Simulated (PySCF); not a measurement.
# Structure from NMR data

The spectra below were simulated for a compound C₈H₁₃FO.

¹H NMR (400 MHz, computed): δ 5.78 (m, 1H), 5.56 (m, 1H), 5.49 (m, 1H), 2.49 (m, 1H), 1.35 (s, 3H), 1.16 (d, 3H), 1.07 (s, 3H).

¹³C{¹H} NMR (computed): δ 178.1 (C), 147.9 (CH), 126.3 (CH2), 49.0 (CH), 47.8 (C), 27.5 (CH3), 19.4 (CH3), 18.3 (CH3).

No solvent model, non-relativistic Hamiltonian, one conformer, one averaged value for each set of equivalent atoms. Shieldings: GIAO PBE0/pcSseg-1; GFN2-xTB geometry; PySCF 2.14.0 with density-fitted response routines.

Referencing at the same level of theory: TMS for ¹H, ¹³C.

Propose a structure and justify it.

## Answers


- Rings plus π bonds: 2 (no ring in the answer).
- 8 carbon signals for 8 carbons: no two carbons are equivalent.
- Carbon types of the structure: 2 × C, 2 × CH, 1 × CH2, 3 × CH3, which accounts for all hydrogens.
- δC 178.1: carbonyl carbon.
- δC 147.9: alkene CH; the olefinic region.
- δC 126.3: terminal =CH2 carbon; the olefinic region.
- δC 47.8: quaternary sp3 carbon α to a carbonyl; α to the electron-withdrawing carbonyl group.
- δC 27.5, 19.4, 18.3: methyl carbon; saturated and bonded to C and H only.
- δH 5.78: hydrogen on an alkene CH; a vinylic proton, deshielded by the sp2 carbon and the C=C anisotropy.
- δH 5.56, 5.49: hydrogen on a terminal =CH2 carbon; olefinic region.

The compound is `InChI=1S/C8H13FO/c1-5-6(2)8(3,4)7(9)10/h5-6H,1H2,2-4H3/t6-/m1/s1`.

The shifts were computed for this structure.

Splittings by ¹⁹F in the carbon and heteronuclear signals aren't shown, as no couplings were computed. Shifts are as computed. Against solution values, carbons near 30 ppm lie about +3 ppm off and those near 130 ppm about +5 ppm. Of 1211 compounds with measured shifts, 218 miss one by over three times the rms of a fit or turn the order of signals round; such compounds aren't used in these exercises. Multiplicities follow the n + 1 count of equivalent neighbours, as no J values were calculated; m marks all less simple cases, F and P coupling included.
